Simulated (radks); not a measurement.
Removal energies from the iodine ion I8+, [Kr] 4d(3/2: 4, 5/2: 5), by Delta-SCF beside the eigenvalue of the level emptied. Method: Dirac Kohn-Sham, relativistic LDA (MacDonald-Vosko exchange, VWN5 correlation), spin-unpolarised, spherical densities, finite nucleus; Fermi nuclear charge, rms radius of each element as measured or else 0.836 A^(1/3) + 0.57 fm; computed with a radial shooting solver on a logarithmic mesh with Libxc functionals. Sub-shells are occupied by j as written (lower j first in brackets).

\begin{tabular}{lrrr}
removed from & final configuration & Delta-SCF (eV) & -eigenvalue (eV) \\ \hline
4d5/2 & [Kr] 4d(3/2: 4, 5/2: 4) & 174.53 & 162.51 \\
4d3/2 & [Kr] 4d(3/2: 3, 5/2: 5) & 176.51 & 164.41 \\
4p3/2 & [Ar] 3d10 4s2 4p(1/2: 2, 3/2: 3) 4d(3/2: 4, 5/2: 5) & 251.42 & 238.43 \\
4p1/2 & [Ar] 3d10 4s2 4p(1/2: 1, 3/2: 4) 4d(3/2: 4, 5/2: 5) & 263.07 & 249.78 \\
\end{tabular}
